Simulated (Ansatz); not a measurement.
## Ligand exchange: Si(CH3)(SiH3)F2 + C3H8Cd → SiH(SiH3)F2 + C4H10Cd

Species: Si(CH3)(SiH3)F2, singlet; C3H8Cd `C[CH2][Cd][CH3]`, singlet; SiH(SiH3)F2, singlet; C4H10Cd `[CH3][Cd][CH](C)C`, singlet. The partners trade CH3 for H: Si–CH3 and C–H bonds give way to Si–H and C–CH3.

Shapes, held fixed at every level: PBE0-D4/def2-TZVP. Programs: Ansatz 0.2.0. Electronic energies: no zero-point or thermal term.

```json
{"level": "HF/def2-SVP", "kind": "Hartree–Fock", "ΔE (kJ/mol)": "+62.7", "less CCSD(T)/def2-TZVPP": "+0.4"}
{"level": "PBE-D4/def2-TZVPP", "kind": "GGA", "ΔE (kJ/mol)": "+66.3", "less CCSD(T)/def2-TZVPP": "+4.0"}
{"level": "wB97X-V/def2-TZVPP", "kind": "range-separated hybrid", "ΔE (kJ/mol)": "+66.2", "less CCSD(T)/def2-TZVPP": "+3.9"}
{"level": "MP2/def2-SVP", "kind": "perturbation theory", "ΔE (kJ/mol)": "+51.8", "less CCSD(T)/def2-TZVPP": "-10.5"}
{"level": "MP2/def2-TZVPP", "kind": "perturbation theory", "ΔE (kJ/mol)": "+61.5", "less CCSD(T)/def2-TZVPP": "-0.8"}
{"level": "CCSD/def2-TZVPP", "kind": "coupled cluster or CI", "ΔE (kJ/mol)": "+63.2", "less CCSD(T)/def2-TZVPP": "+0.9"}
{"level": "CCSD(T)/def2-TZVPP", "kind": "coupled cluster or CI", "ΔE (kJ/mol)": "+62.3", "less CCSD(T)/def2-TZVPP": "0.0"}
```

The highest level, CCSD(T)/def2-TZVPP, gives ΔE = +62.3 kJ/mol; the levels span +51.8 to +66.3. The column of differences is taken from that level and isn't an error. No measured value is set beside it here. For atoms past krypton def2 sets carry core potentials with scalar relativity. Outer-core shells of Cd are correlated, in sets that cover them unevenly.
